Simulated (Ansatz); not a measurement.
Ansatz (a first-principles code) input (MP2/def2-TZVP):

Ansatz 0.2 input:
```yaml
crystal:
  periodic: [false, false, false]
  atoms:
    - {symbol: Te, position_ang: [0.00129079, -0.00659819, 0.60010773]}
    - {symbol: Cl, position_ang: [1.14684211, 1.38510426, -0.90516458]}
    - {symbol: Cl, position_ang: [-1.15079041, -1.36492156, -0.93045908]}
basis:
  gaussian:
    orbitals: def2-TZVP
magnetization: {spin_polarized: false}
correlation: {method: mp2, electrons: outside_noble_gas}
relax: {f_tol: 0.003, max_steps: 100}
```

End of the output:

```
relax step   2: F+E_penalty+E_count = -32287.77208308 eV  Δ(F+E_penalty+E_count) = -9.106e-3 eV  max|allowed force component| = 1.871e-1 eV/Å  Δτ_max = 0.0451 Å  (65 SCF iters, accepted)
these checks for a lower state are left out or cut short: starts, cluster_reference, orbital_swaps, neighbouring_geometries, increment
integrals: 0.09 GiB planned
1004 factors; integrals over basis functions are off by at most 2.3e-4 eV
mean field: 0.41 GiB planned
mean field evaluation 32: about -32273.8940 eV, gradient 2.2e0 eV
mean field -32274.23342705 eV, -1186.0562021828 hartree, gradient 2.2e-6 eV, S^2 0.000000; 0 other end points of the search recorded, 0 dependent functions left out
19 core orbitals not correlated
reference -32274.23342705 eV, -1186.0562021828 hartree; 10, 10 occupied and 95, 95 virtual orbitals, 1004 factors
densities: 0.32 GiB planned
second order -13.54044714 eV of doubles, -0.00000000 eV of singles
the calculation of the forces begins
relax step   3: F+E_penalty+E_count = -32287.77387419 eV  Δ(F+E_penalty+E_count) = -1.791e-3 eV  max|allowed force component| = 1.611e-3 eV/Å  Δτ_max = 0.0142 Å  (64 SCF iters, accepted)
these checks for a lower state are left out or cut short: cluster_reference
integrals: 0.09 GiB planned
1004 factors; integrals over basis functions are off by at most 2.3e-4 eV
mean field: 0.41 GiB planned
mean field evaluation 64: about -32274.2333 eV, gradient 1.3e-1 eV
mean field -32274.23342705 eV, -1186.0562021828 hartree, gradient 2.2e-6 eV, S^2 0.000000; 1 other end points of the search recorded, 0 dependent functions left out
19 core orbitals not correlated
reference -32274.23342705 eV, -1186.0562021828 hartree; 10, 10 occupied and 95, 95 virtual orbitals, 1004 factors
densities: 0.32 GiB planned
second order -13.54044714 eV of doubles, -0.00000000 eV of singles
the calculation of the forces begins
Total energy: -32287.77387419 eV, -1186.5538044373 hartree
Atom 0 at     0.001286    -0.006576     0.598060 Å, force     0.000003    -0.000018     0.001611 eV/Å
Atom 1 at     1.127030     1.361378    -0.904359 Å, force     0.000010     0.000023    -0.000805 eV/Å
Atom 2 at    -1.130974    -1.341218    -0.929217 Å, force    -0.000014    -0.000005    -0.000806 eV/Å
Dipole moment:     0.000887    -0.004536     0.412577 e Å
Checks for a lower state left out: cluster_reference
```
